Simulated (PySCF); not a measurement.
Some computed properties have been withheld. Give your best values.

Compound: C6H10O.
Atom-mapped SMILES: `[CH2:1]=[CH:2]/[C:3](=[CH:4]/[CH3:5])[O:6][CH3:7]` (hydrogens: H8, H9 on C1; H10 on C2; H11 on C4; H12, H13, H14 on C5; H15, H16, H17 on C7)

Conformer (atom-mapped SMILES and torsion angles): `[CH2:1]=[CH:2]/[C:3](=[CH:4]/[CH3:5])[O:6][CH3:7]`: C1–C2–C3–C4 -166°, C2–C3–O6–C7 76°.

```tsv
property	level	value
point group of the GFN2-xTB geometry	GFN2-xTB	?
rotational constants A, B, C of the GFN2-xTB geometry	GFN2-xTB	3.941, 2.053, 1.455 GHz
dipole moment	PBE0/pcSseg-1	1.31 D
HOMO energy	PBE0/pcSseg-1	?
LUMO energy	PBE0/pcSseg-1	?
13C chemical shifts (computed TMS as zero) by class	GIAO PBE0/pcSseg-1	?
1H chemical shifts (computed TMS as zero) by class	GIAO PBE0/pcSseg-1	?
isotropic shieldings of nuclei other than C and H, by class	GIAO PBE0/pcSseg-1	?
```

Gas-phase values; electronic properties from PySCF, density fitting. The structure is a single GFN2-xTB conformer in the gas phase; no vibrational or solvent corrections. NMR classes are plain means over equivalent atoms (diastereotopic ones count apart unless rotation or inversion swaps them), as if these changed places fast; in this geometry the members of some classes differ.

Problem. What are the isotropic shieldings of nuclei other than C and H, by class?

Solution. 276 (O6) ppm.

Problem. The LUMO energy?

Solution. -0.58 eV.

Problem. What are the 1H chemical shifts (computed TMS as zero) by class?

Solution. 6.19 (H10), 5.61 (H9), 5.44 (H11), 5.35 (H8), 3.69 (H15/H16/H17), 1.99 (H12/H13/H14) ppm.

Problem. What is the point group of the GFN2-xTB geometry?

Solution. C1.

Problem. The HOMO energy?

Solution. -6.41 eV.

Problem. Give the 13C chemical shifts (computed TMS as zero) by class.

Solution. 164.5 (C3), 139.2 (C2), 127.0 (C4), 119.2 (C1), 59.5 (C7), 14.5 (C5) ppm.

A dipole of 1.31 D is allowed in C1, and pure rotational transitions are dipole-allowed. In atomic units the dipole is 0.51 e·bohr (1 au = 2.5417 D). The rotational constants make it an asymmetric top with κ = (2B − A − C)/(A − C) = -0.52, nearer the prolate limit (−1).

For the NMR shielding job (PBE0/pcSseg-1), the run took 33 s on an Arm Neoverse N1 with one thread, shared host.
